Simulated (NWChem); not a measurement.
System: BCl$_{2}$ cation

NWChem input:

```
start job
memory heap 200 mb stack 900 mb global 1100 mb
charge 1
geometry units angstroms noautoz
  Cl    -1.617337    -0.022936     0.020057
  B      0.000000    -0.000000     0.000000
  Cl     1.617338     0.022936    -0.020057
end
basis spherical
  Cl library cc-pvtz
  B library cc-pvtz
end
dft
  xc xtpss03 ctpss03
  iterations 150
  mulliken
end
task dft energy
```

Coordinates come from a PBE0/def2-SVP optimisation.

Task: Give the results of this calculation. (TPSS/cc-pVTZ.) Quantities: basis functions; energy (Ha); highest occupied level (eV); orbital gap (eV).

Result: 
```json
{
 "number_of_basis_functions": "98",
 "energy (Ha)": "-945.08",
 "highest occupied level (eV)": "-15.77",
 "orbital gap (eV)": "6.65"
}
```
